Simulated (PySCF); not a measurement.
Excitations are Tamm–Dancoff values on a coarser integration grid. The basis has no diffuse functions, so Rydberg states are missing or too high.

Cartesian coordinates (Å):
```xyz
8

B     -1.4865     0.0978     0.2520
N     -0.3517     0.0229    -0.5764
B      0.9819    -0.0645    -0.1242
N      2.1566    -0.1412     0.2567
H     -2.5665     0.1684    -0.2543
H     -1.3329     0.0884     1.4363
H     -0.4884     0.0313    -1.5772
H      3.0874    -0.2031     0.5872
```
Charge 0, spin multiplicity 1.

Task: Give the HOMO–LUMO gap, brightest of the four lowest singlets (TDA), T1 excitation (TDA), dipole moment and S1–T1 gap (TDA) at the level PBE0-D4/def2-TZVP in PySCF.

Result: 
The HOMO–LUMO gap comes out as 7.14 eV and the brightest of the four lowest singlets (TDA) comes out as 6.28 eV. The T1 excitation (TDA) is 5.31 eV. The dipole moment is 1.26 D and the S1–T1 gap (TDA) is 0.97 eV.
